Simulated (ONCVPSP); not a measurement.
# tungsten: ONCV pseudisation with PBEsol, fully relativistic reference atom.

The input file (ONCVPSP 4.0.1):

```
# ATOM AND REFERENCE CONFIGURATION
# atsym  z   nc   nv     iexc    psfile
  W 74.00    9    5  -116133      upf
#
#   n    l    f
    1    0    2.00
    2    0    2.00
    2    1    6.00
    3    0    2.00
    3    1    6.00
    3    2   10.00
    4    0    2.00
    4    1    6.00
    4    2   10.00
    4    3   14.00
    5    0    2.00
    5    1    6.00
    5    2    4.00
    6    0    2.00
#
# PSEUDOPOTENTIAL AND OPTIMIZATION
# lmax
    3
#
#   l,   rc,      ep,       ncon, nbas, qcut
    0    1.80    0.00    5    9    7.20
    1    2.10    0.00    4    7    6.10
    2    2.15    0.00    4    9    5.80
    3    1.15    0.00    5   10   12.30
#
# LOCAL POTENTIAL
# lloc, lpopt,  rc(5),   dvloc0
    4    2    1.15    2.00
#
# VANDERBILT-KLEINMAN-BYLANDER PROJECTORs
# l, nproj, debl
    0    3    3.30
    1    2    3.80
    2    1    1.00
    3    2    2.30
#
# MODEL CORE CHARGE
# icmod, fcfact, rcfact
    1    0.45    0.00
#
# LOG DERIVATIVE ANALYSIS
# epsh1, epsh2, depsh
   -4.00    5.00    0.02
#
# OUTPUT GRID
# rlmax, drl
    6.00    0.01
#
# TEST CONFIGURATIONS
# ncnf
    4
# nvcnf
#   n    l    f
    5
    4    3   14.00
    5    0    2.00
    5    1    6.00
    5    2    4.00
    6    0    1.00
#
    5
    4    3   14.00
    5    0    2.00
    5    1    6.00
    5    2    4.00
    6    0    0.00
#
    5
    4    3   14.00
    5    0    2.00
    5    1    6.00
    5    2    3.00
    6    0    0.00
#
    6
    4    3   14.00
    5    0    2.00
    5    1    6.00
    5    2    4.00
    6    0    1.00
    6    1    1.00
#
```

Command:

```bash
oncvpspr.x < W.dat > W.out
```

Output (shortened: citation, most of the input echo, consistency checks and plot data are left out):

```
ONCVPSP  (Optimized Norm-Conservinng Vanderbilt PSeudopotential)
relativistic version 4.0.1

#   n    l    f        energy (Ha)
    1    0    2.00    -2.5494583D+03
    2    0    2.00    -4.3973646D+02
    2    1    6.00    -3.7081812D+02    -4.2050733D+02
    3    0    2.00    -1.0125846D+02
    3    1    6.00    -8.1955609D+01    -9.2698953D+01
    3    2   10.00    -6.5210185D+01    -6.7546991D+01
    4    0    2.00    -2.0876390D+01
    4    1    6.00    -1.4835893D+01    -1.7328921D+01
    4    2   10.00    -8.5520757D+00    -9.0113709D+00
    4    3   14.00    -1.1816193D+00    -1.2638818D+00
    5    0    2.00    -2.9003965D+00
    5    1    6.00    -1.4871139D+00    -1.8493792D+00
    5    2    4.00    -1.5552881D-01    -1.8238499D-01
    6    0    2.00    -2.1132129D-01

Reference configufation results
  iterations    30
  all-electron total energy (Ha)   -1.61611095D+04

Begin loop to  construct optimized pseudo wave functions
and semi-local pseudopoentials for all angular momenta

   Wellstate for l =  0  n =  8 kap= -1
     eigenvalue =   3.0887
     asymptotic potential =   3.5887
     half-point radius =  3.6075

Calculating optimized projector #   1

 for l=   0

    Fraction of norm inside rc  0.965833
    Optimizing pswf for qcut=   7.21 a_B^-1,  ecut=  25.99 Ha
    Residual kinetic energy error=  1.79D-05 Ha

    Energy error per electron        Cutoff
         Ha          eV             Ha
         0.01000     0.27211       15.77
         0.00100     0.02721       20.04
         0.00010     0.00272       23.37
         0.00001     0.00027       35.24

Calculating optimized projector #   2

 for l=   0

    Fraction of norm inside rc  0.077446
    Optimizing pswf for qcut=   7.21 a_B^-1,  ecut=  25.99 Ha
    Residual kinetic energy error=  1.03D-05 Ha

    Energy error per electron        Cutoff
         Ha          eV             Ha
         0.01000     0.27211       12.51
         0.00100     0.02721       18.35
         0.00010     0.00272       22.49
         0.00001     0.00027       26.93

Calculating optimized projector #   3

 for l=   0

    Fraction of norm inside rc  0.110825
    Optimizing pswf for qcut=   7.21 a_B^-1,  ecut=  25.99 Ha
    Residual kinetic energy error=  1.06D-04 Ha

    Energy error per electron        Cutoff
         Ha          eV             Ha
         0.01000     0.27211       17.04
         0.00100     0.02721       22.17
         0.00010     0.00272       26.54
         0.00001     0.00027       45.40

   Wellstate for l =  1  n =  8 kap= -2
     eigenvalue =   2.3129
     asymptotic potential =   2.8129
     half-point radius =  4.5221

Calculating optimized projector #   1

 for l=   1

    Fraction of norm inside rc  0.949247
    Optimizing pswf for qcut=   6.09 a_B^-1,  ecut=  18.56 Ha
    Residual kinetic energy error=  8.17D-08 Ha

    Energy error per electron        Cutoff
         Ha          eV             Ha
         0.01000     0.27211        8.75
         0.00100     0.02721       11.33
         0.00010     0.00272       13.51
         0.00001     0.00027       15.38

Calculating optimized projector #   2

 for l=   1

    Fraction of norm inside rc  0.128380
    Optimizing pswf for qcut=   6.09 a_B^-1,  ecut=  18.56 Ha
    Residual kinetic energy error=  2.48D-05 Ha

    Energy error per electron        Cutoff
         Ha          eV             Ha
         0.01000     0.27211        8.14
         0.00100     0.02721       10.54
         0.00010     0.00272       12.96
         0.00001     0.00027       29.36

   Wellstate for l =  1  n =  8 kap=  1
     eigenvalue =   1.9506

Calculating optimized projector #   1

 for l=   1

    Fraction of norm inside rc  0.972484
    Optimizing pswf for qcut=   6.09 a_B^-1,  ecut=  18.56 Ha
    Residual kinetic energy error=  2.34D-06 Ha

    Energy error per electron        Cutoff
         Ha          eV             Ha
         0.01000     0.27211       10.37
         0.00100     0.02721       13.14
         0.00010     0.00272       15.45
         0.00001     0.00027       17.30

Calculating optimized projector #   2

 for l=   1

    Fraction of norm inside rc  0.138672
    Optimizing pswf for qcut=   6.09 a_B^-1,  ecut=  18.56 Ha
    Residual kinetic energy error=  5.88D-06 Ha

    Energy error per electron        Cutoff
         Ha          eV             Ha
         0.01000     0.27211        9.70
         0.00100     0.02721       12.49
         0.00010     0.00272       14.49
         0.00001     0.00027       17.23

Calculating optimized projector #   1

 for l=   2

    Fraction of norm inside rc  0.609288
    Optimizing pswf for qcut=   5.79 a_B^-1,  ecut=  16.78 Ha
    Residual kinetic energy error=  1.68D-05 Ha

    Energy error per electron        Cutoff
         Ha          eV             Ha
         0.01000     0.27211        9.83
         0.00100     0.02721       12.77
         0.00010     0.00272       15.07
         0.00001     0.00027       19.30

Calculating optimized projector #   1

 for l=   2

    Fraction of norm inside rc  0.648188
    Optimizing pswf for qcut=   5.79 a_B^-1,  ecut=  16.78 Ha
    Residual kinetic energy error=  2.51D-05 Ha

    Energy error per electron        Cutoff
         Ha          eV             Ha
         0.01000     0.27211       10.27
         0.00100     0.02721       13.09
         0.00010     0.00272       15.55
         0.00001     0.00027       24.15

   Wellstate for l =  3  n =  5 kap= -4
     eigenvalue =   1.1184
     asymptotic potential =   1.6184
     half-point radius =  3.1414

Calculating optimized projector #   1

 for l=   3

    Fraction of norm inside rc  0.938993
    Optimizing pswf for qcut=  12.31 a_B^-1,  ecut=  75.75 Ha
    Residual kinetic energy error=  1.80D-02 Ha

    Energy error per electron        Cutoff
         Ha          eV             Ha
         0.01000     0.27211       98.55
         0.00100     0.02721      298.73
         0.00010     0.00272      333.43
         0.00001     0.00027      398.90

Calculating optimized projector #   2

 for l=   3

    Fraction of norm inside rc  0.035347
    Optimizing pswf for qcut=  12.31 a_B^-1,  ecut=  75.75 Ha
    Residual kinetic energy error=  3.83D-03 Ha

    Energy error per electron        Cutoff
         Ha          eV             Ha
         0.01000     0.27211       69.72
         0.00100     0.02721      105.87
         0.00010     0.00272      295.96
         0.00001     0.00027      373.87

   Wellstate for l =  3  n =  5 kap=  3
     eigenvalue =   1.0361

Calculating optimized projector #   1

 for l=   3

    Fraction of norm inside rc  0.943509
    Optimizing pswf for qcut=  12.31 a_B^-1,  ecut=  75.75 Ha
    Residual kinetic energy error=  1.87D-02 Ha

    Energy error per electron        Cutoff
         Ha          eV             Ha
         0.01000     0.27211      100.14
         0.00100     0.02721      299.73
         0.00010     0.00272      333.91
         0.00001     0.00027      399.90

Calculating optimized projector #   2

 for l=   3

    Fraction of norm inside rc  0.034825
    Optimizing pswf for qcut=  12.31 a_B^-1,  ecut=  75.75 Ha
    Residual kinetic energy error=  4.00D-03 Ha

    Energy error per electron        Cutoff
         Ha          eV             Ha
         0.01000     0.27211       69.93
         0.00100     0.02721      107.38
         0.00010     0.00272      309.86
         0.00001     0.00027      376.98

Construct Vanderbilt / Kleinmman-Bylander projectors

B matrix Hermiticity error, ll=  0  kap= -1
   1   2    3.5841D-04
   1   3    8.7293D-04
   2   3   -1.8806D-04

  Orthonormal projector coefficients  1.3560E+01  2.8239E+00  6.4671E-01

B matrix Hermiticity error, ll=  1  kap= -2
   1   2    4.2075D-04

  Orthonormal projector coefficients  3.2390E+00  9.9302E-01

B matrix Hermiticity error, ll=  1  kap=  1
   1   2    5.0545D-04

  Orthonormal projector coefficients  2.5605E+00  8.3453E-01

B matrix Hermiticity error, ll=  3  kap= -4
   1   2    4.9863D-04

  Orthonormal projector coefficients -3.0748E+01 -1.2950E+01

B matrix Hermiticity error, ll=  3  kap=  3
   1   2    5.1253D-04

  Orthonormal projector coefficients -3.0935E+01 -1.3109E+01

 Orthonormal scalar projector coefficients, l =  1
  2.9864E+00  9.5249E-01  1.2927E-02  1.1866E-03

 Orthonormal spin-orbit projector coefficients, l =  1
  6.5178E-01 -2.1144E-01  1.2762E-01 -9.9240E-03

 Orthonormal scalar projector coefficients, l =  2
  1.4102E+00  1.9448E-03

 Orthonormal spin-orbit projector coefficients, l =  2
  4.5018E-02 -4.0615E-02

 Orthonormal scalar projector coefficients, l =  3
 -3.0828E+01 -1.3018E+01 -2.9063E-04 -1.0254E-05

 Orthonormal spin-orbit projector coefficients, l =  3
  8.3237E-02  4.0869E-02 -2.3788E-02 -1.6421E-03

Model core correction analysis
  based on d2Exc/dn_idn_j

d2excae - all-electron derivatives

   -2.177875D-02   -9.345730D-03   -6.659200D-03   -2.213596D-03
   -6.982813D-04
   -9.345408D-03   -2.122700D-02   -1.838410D-02   -7.777570D-03
   -1.194318D-03
   -6.660051D-03   -1.839510D-02   -1.804295D-02   -9.788526D-03
   -1.411733D-03
   -2.227026D-03   -7.878316D-03   -1.000657D-02   -8.789306D-03
   -1.986654D-03
   -7.174786D-04   -1.327375D-03   -1.758544D-03   -2.526009D-03
   -1.151326D-03

d2excps - pseudofunction derivatives with no core correction

   -4.220504D-02   -1.917473D-02   -1.363783D-02   -3.167986D-03
   -1.496596D-03
   -1.917431D-02   -2.635606D-02   -2.359154D-02   -1.064906D-02
   -1.359284D-03
   -1.363930D-02   -2.360979D-02   -2.320250D-02   -1.326204D-02
   -1.755719D-03
   -3.190270D-03   -1.081626D-02   -1.362389D-02   -1.249708D-02
   -2.606659D-03
   -1.528463D-03   -1.580010D-03   -2.331186D-03   -3.501840D-03
   -1.554579D-03

rms 2nd derivative error    5.919610E-03

Polynomial model core charge

d2excps - pseudofunction derivatives with core correction

   -2.828931D-02   -1.468251D-02   -1.093079D-02   -2.867541D-03
   -1.073753D-03
   -1.468199D-02   -2.380231D-02   -2.187589D-02   -1.033569D-02
   -1.163545D-03
   -1.093220D-02   -2.189411D-02   -2.203059D-02   -1.303565D-02
   -1.631544D-03
   -2.889816D-03   -1.050285D-02   -1.339747D-02   -1.245248D-02
   -2.588879D-03
   -1.105605D-03   -1.384284D-03   -2.206986D-03   -3.484023D-03
   -1.538047D-03

rms 2nd derivative error    3.063003E-03

Pseudoatom total energy -352.809418

Diagnostic tests using Vanderbilt-Kleinman-Bylander pseudopotentials
  relativistic with J = L +/- 1/2 projectors

   l  kap   rcore       rmatch      e in        delta e    norm test   slope test

   0  -1   1.8068413   1.8617009  -2.9003965   0.0000061   1.0002236   1.0002101
   0  -1   1.8068413   1.8617009  -0.2113213   0.0000034   1.0000390   1.0000296
   0  -1   1.8068413   1.8617009   3.0886787   0.0000478   1.0003638   1.0003638

   1  -2   2.1108993   2.1749907  -1.4871139   0.0000005   1.0001330   1.0001330
   1   1   2.1108993   2.1749907  -1.8493792   0.0000020   1.0001538   1.0001448
   1  -2   2.1108993   2.1749907   2.3128861   0.0000277   1.0001873   1.0001873
   1   1   2.1108993   2.1749907   2.2590499   0.0000200   1.0001967   1.0001967

   2  -3   2.1620186   2.2276622  -0.1555288  -0.0000020   0.9999989   1.0000136
   2   2   2.1620186   2.2276622  -0.1823850   0.0000017   1.0000019   0.9999923

   3  -4   1.1536431   1.1886702  -1.1816193  -0.0000176   1.0005052   1.0005701
   3   3   1.1536431   1.1886702  -1.2638818   0.0000028   1.0005578   1.0005327
   3  -4   1.1536431   1.1886702   1.1183807   0.0000899   1.0005559   1.0005559
   3   3   1.1536431   1.1886702   1.1140609   0.0001331   1.0005340   1.0005340

Diagnostic tests using Vanderbilt-Kleinman-Bylander pseudopotentials
  relativistic with scalar and spin-orbit non-local projectors

   l  kap   rcore       rmatch      e in        delta e    norm test   slope test

   0  -1   1.8068413   1.8617009  -2.9003965   0.0000061   1.0002236   1.0002101
   0  -1   1.8068413   1.8617009  -0.2113213   0.0000034   1.0000390   1.0000296
   0  -1   1.8068413   1.8617009   3.0886787   0.0000478   1.0003638   1.0003638

   1  -2   2.1108993   2.1749907  -1.4871139  -0.0000280   1.0001304   1.0001171
   1   1   2.1108993   2.1749907  -1.8493792  -0.0000199   1.0001458   1.0001290
   1  -2   2.1108993   2.1749907   2.3128861  -0.0000144   1.0002014   1.0002014
   1   1   2.1108993   2.1749907   2.2590499  -0.0000413   1.0002122   1.0002122

   2  -3   2.1620186   2.2276622  -0.1555288  -0.0000020   0.9999989   1.0000136
   2   2   2.1620186   2.2276622  -0.1823850   0.0000017   1.0000019   0.9999923

   3  -4   1.1536431   1.1886702  -1.1816193  -0.0000156   1.0005060   1.0005714
   3   3   1.1536431   1.1886702  -1.2638818   0.0000047   1.0005585   1.0005340
   3  -4   1.1536431   1.1886702   1.1183807   0.0000910   1.0005553   1.0005553
   3   3   1.1536431   1.1886702   1.1140609   0.0001344   1.0005333   1.0005333

Ghost test for J = L + 1/2

 Testing for bound ghosts
   n   l    E NL Schr. Eq   E Basis Diag.   E Cutoff

   1   0       -2.900390       -2.900390    137.85
   2   0       -0.211318       -0.177622    137.85

   2   1       -1.487113       -1.487100     50.51

   3   2       -0.155531       -0.153447     73.69

   4   3       -1.181637       -1.181389    459.85

 Testing for highly-localized positive-energy ghosts
       l    <radius>/rc     E Basis Diag.   E Cutoff

       0        0.892175       19.167626    137.85  WARNING - GHOST(+)

Ghost test for J = L - 1/2

 Testing for bound ghosts
   n   l    E NL Schr. Eq   E Basis Diag.   E Cutoff

   1   0       -2.900390       -2.900390    137.85
   2   0       -0.211318       -0.177622    137.85

   2   1       -1.849377       -1.849363     50.51

   3   2       -0.182383       -0.180911     73.69

   4   3       -1.263879       -1.263652    459.85

 Testing for highly-localized positive-energy ghosts
       l    <radius>/rc     E Basis Diag.   E Cutoff

       0        0.892175       19.167626    137.85  WARNING - GHOST(+)

Test configuration 0

   n   l kap    f        eae           eps        diff
   1   0  -1  2.0000-2549.45834875
   2   0  -1  2.0000 -439.73646147
   2   1  -2  4.0000 -370.81811627
   2   1   1  2.0000 -420.50733162
   3   0  -1  2.0000 -101.25846219
   3   1  -2  4.0000  -81.95560947
   3   1   1  2.0000  -92.69895273
   3   2  -3  6.0000  -65.21018521
   3   2   2  4.0000  -67.54699073
   4   0  -1  2.0000  -20.87638978
   4   1  -2  4.0000  -14.83589305
   4   1   1  2.0000  -17.32892056
   4   2  -3  6.0000   -8.55207570
   4   2   2  4.0000   -9.01137087
   4   3  -4  8.0000   -1.18161933   -1.18163689   -1.76E-05
   4   3   3  6.0000   -1.26388182   -1.26387907    2.75E-06
   5   0  -1  2.0000   -2.90039650   -2.90039042    6.08E-06
   5   1  -2  4.0000   -1.48711393   -1.48711339    5.42E-07
   5   1   1  2.0000   -1.84937925   -1.84937721    2.03E-06
   5   2  -3  2.4000   -0.15552881   -0.15553080   -1.99E-06
   5   2   2  1.6000   -0.18238499   -0.18238332    1.67E-06
   6   0  -1  2.0000   -0.21132129   -0.21131786    3.42E-06

    Total energies and differences
      AE_ref= -1.61611095E+04  AE_tst= -1.61611095E+04  dif=  0.00E+00
      PS_ref= -3.52809418E+02  PS_tst= -3.52809418E+02  dif= -1.18E-09
      PSP excitation error=  1.18E-09

Test configuration 1

   n   l kap    f        eae           eps        diff
   1   0  -1  2.0000-2549.73607289
   2   0  -1  2.0000 -440.01191931
   2   1  -2  4.0000 -371.09360581
   2   1   1  2.0000 -420.78297557
   3   0  -1  2.0000 -101.53407393
   3   1  -2  4.0000  -82.23122435
   3   1   1  2.0000  -92.97456527
   3   2  -3  6.0000  -65.48565881
   3   2   2  4.0000  -67.82245480
   4   0  -1  2.0000  -21.15207535
   4   1  -2  4.0000  -15.11152812
   4   1   1  2.0000  -17.60458851
   4   2  -3  6.0000   -8.82759542
   4   2   2  4.0000   -9.28690906
   4   3  -4  8.0000   -1.45708481   -1.45869109   -1.61E-03
   4   3   3  6.0000   -1.53934830   -1.54096091   -1.61E-03
   5   0  -1  2.0000   -3.17606009   -3.17670375   -6.44E-04
   5   1  -2  4.0000   -1.76367414   -1.76384508   -1.71E-04
   5   1   1  2.0000   -2.12557293   -2.12594476   -3.72E-04
   5   2  -3  2.4000   -0.42139937   -0.42135248    4.69E-05
   5   2   2  1.6000   -0.45009428   -0.45006311    3.12E-05
   6   0  -1  1.0000   -0.44924355   -0.44929584   -5.23E-05

    Total energies and differences
      AE_ref= -1.61611095E+04  AE_tst= -1.61607813E+04  dif=  3.28E-01
      PS_ref= -3.52809418E+02  PS_tst= -3.52481226E+02  dif=  3.28E-01
      PSP excitation error= -1.99E-05

Test configuration 2

   n   l kap    f        eae           eps        diff
   1   0  -1  2.0000-2550.05491515
   2   0  -1  2.0000 -440.32766920
   2   1  -2  4.0000 -371.40940535
   2   1   1  2.0000 -421.09899644
   3   0  -1  2.0000 -101.84967744
   3   1  -2  4.0000  -82.54682804
   3   1   1  2.0000  -93.29018854
   3   2  -3  6.0000  -65.80112464
   3   2   2  4.0000  -68.13791785
   4   0  -1  2.0000  -21.46771969
   4   1  -2  4.0000  -15.42711762
   4   1   1  2.0000  -17.92021282
   4   2  -3  6.0000   -9.14303672
   4   2   2  4.0000   -9.60237352
   4   3  -4  8.0000   -1.77230887   -1.77593196   -3.62E-03
   4   3   3  6.0000   -1.85458732   -1.85825131   -3.66E-03
   5   0  -1  2.0000   -3.49089219   -3.49236120   -1.47E-03
   5   1  -2  4.0000   -2.07823498   -2.07865860   -4.24E-04
   5   1   1  2.0000   -2.44041105   -2.44127238   -8.61E-04
   5   2  -3  2.4000   -0.71902020   -0.71892347    9.67E-05
   5   2   2  1.6000   -0.74991028   -0.74985113    5.92E-05
   6   0  -1  0.0000   -0.70717468   -0.70717468    0.00E+00

    Total energies and differences
      AE_ref= -1.61611095E+04  AE_tst= -1.61602044E+04  dif=  9.05E-01
      PS_ref= -3.52809418E+02  PS_tst= -3.51904220E+02  dif=  9.05E-01
      PSP excitation error= -1.29E-04

Test configuration 3

   n   l kap    f        eae           eps        diff
   1   0  -1  2.0000-2550.53311489
   2   0  -1  2.0000 -440.80781403
   2   1  -2  4.0000 -371.88957724
   2   1   1  2.0000 -421.57912134
   3   0  -1  2.0000 -102.32690935
   3   1  -2  4.0000  -83.02402714
   3   1   1  2.0000  -93.76756402
   3   2  -3  6.0000  -66.27886742
   3   2   2  4.0000  -68.61574825
   4   0  -1  2.0000  -21.94447808
   4   1  -2  4.0000  -15.90403560
   4   1   1  2.0000  -18.39701854
   4   2  -3  6.0000   -9.62011880
   4   2   2  4.0000  -10.07942448
   4   3  -4  8.0000   -2.24827047   -2.24888493   -6.14E-04
   4   3   3  6.0000   -2.33065515   -2.33127401   -6.19E-04
   5   0  -1  2.0000   -3.96118854   -3.96119940   -1.09E-05
   5   1  -2  4.0000   -2.53627124   -2.53630003   -2.88E-05
   5   1   1  2.0000   -2.90475511   -2.90472592    2.92E-05
   5   2  -3  1.8000   -1.12890203   -1.12864413    2.58E-04
   5   2   2  1.2000   -1.16439125   -1.16406852    3.23E-04
   6   0  -1  0.0000   -1.03665409   -1.03665409    0.00E+00

    Total energies and differences
      AE_ref= -1.61611095E+04  AE_tst= -1.61592712E+04  dif=  1.84E+00
      PS_ref= -3.52809418E+02  PS_tst= -3.50971128E+02  dif=  1.84E+00
      PSP excitation error=  3.29E-05

Test configuration 4

   n   l kap    f        eae           eps        diff
   1   0  -1  2.0000-2549.51738604
   2   0  -1  2.0000 -439.79432862
   2   1  -2  4.0000 -370.87595761
   2   1   1  2.0000 -420.56523300
   3   0  -1  2.0000 -101.31653514
   3   1  -2  4.0000  -82.01367881
   3   1   1  2.0000  -92.75701430
   3   2  -3  6.0000  -65.26817883
   3   2   2  4.0000  -67.60497603
   4   0  -1  2.0000  -20.93456950
   4   1  -2  4.0000  -14.89404157
   4   1   1  2.0000  -17.38708618
   4   2  -3  6.0000   -8.61015755
   4   2   2  4.0000   -9.06946251
   4   3  -4  8.0000   -1.23967407   -1.24038696   -7.13E-04
   4   3   3  6.0000   -1.32193864   -1.32264719   -7.09E-04
   5   0  -1  2.0000   -2.95863936   -2.95882133   -1.82E-04
   5   1  -2  4.0000   -1.54538521   -1.54529365    9.16E-05
   5   1   1  2.0000   -1.90770633   -1.90772812   -2.18E-05
   5   2  -3  2.4000   -0.20635580   -0.20623868    1.17E-04
   5   2   2  1.6000   -0.23420901   -0.23409566    1.13E-04
   6   0  -1  1.0000   -0.24925735   -0.24921956    3.78E-05
   6   1  -2  0.6667   -0.07208458   -0.07213436   -4.98E-05
   6   1   1  0.3333   -0.09292353   -0.09301629   -9.28E-05

    Total energies and differences
      AE_ref= -1.61611095E+04  AE_tst= -1.61609439E+04  dif=  1.66E-01
      PS_ref= -3.52809418E+02  PS_tst= -3.52643915E+02  dif=  1.66E-01
      PSP excitation error=  1.02E-04
```

The run took about 8.9 s on one core of a shared server CPU.
